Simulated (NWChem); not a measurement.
Molecule: NaF; SMILES [F][Na]

```xyz
2

Na     0.0000     0.0000    -0.8497
F      0.0000     0.0000     1.0385
```
Atoms are numbered in this order, from 1.

Results from NWChem. Pople sets run with spherical d functions. Coordinates come from a PBE0/def2-SVP optimisation.

For level Hartree-Fock/def2-QZVP:

* **highest occupied level (eV)**: -11.72
* **orbital gap (eV)**: 11.37
* **dipole (D)**: 8.19

Problem. Estimate the same quantities for level Hartree-Fock/6-31G*.

Solution. The highest occupied level (eV) is -10.96 and the orbital gap (eV) comes out as 10.82. The dipole (D) is 7.85.
